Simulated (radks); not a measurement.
Question: These are the eigenvalues of the occupied orbitals of an atom or ion with whole-number occupations (eV). Method: scalar-relativistic Kohn-Sham, r2SCAN, spin-polarised, spherical densities, finite nucleus; meta-GGA in the generalised Kohn-Sham scheme; Fermi nuclear charge, rms radius of each element as measured or else 0.836 A^(1/3) + 0.57 fm; computed with a radial shooting solver on a logarithmic mesh with Libxc functionals.

| orbital | eigenvalue |
|---|---|
| 1s up | -45101.33 |
| 1s down | -45101.33 |
| 2s down | -7363.518 |
| 2s up | -7363.493 |
| 2p down | -6573.860 |
| 2p up | -6573.848 |
| 3s up | -1623.580 |
| 3s down | -1621.765 |
| 3p up | -1374.264 |
| 3p down | -1372.443 |
| 3d up | -1032.507 |
| 3d down | -1031.080 |
| 4s up | -338.2065 |
| 4s down | -333.3087 |
| 4p up | -256.0318 |
| 4p down | -251.0488 |
| 4d up | -139.5478 |
| 4d down | -134.4475 |
| 5s up | -57.1660 |
| 5s down | -54.3899 |
| 5p up | -37.1528 |
| 5p down | -35.1222 |
| 4f up | -16.1908 |

Which element is it, and in what charge state? The configuration may be excited. Open shells, if any, are filled with parallel spins first.

Answer: Z = 61, promethium, charge +2: Pm2+ in [Xe] 4f5. The list shows which subshells hold electrons but not how many an open one holds; the 1s level, -1657.4 hartree, gives Z - s = 57.6 by -(Z - s)^2/2, which with screening and relativity narrows Z to a few neighbours, and the depths of the outer levels then fix element, charge and occupations together.
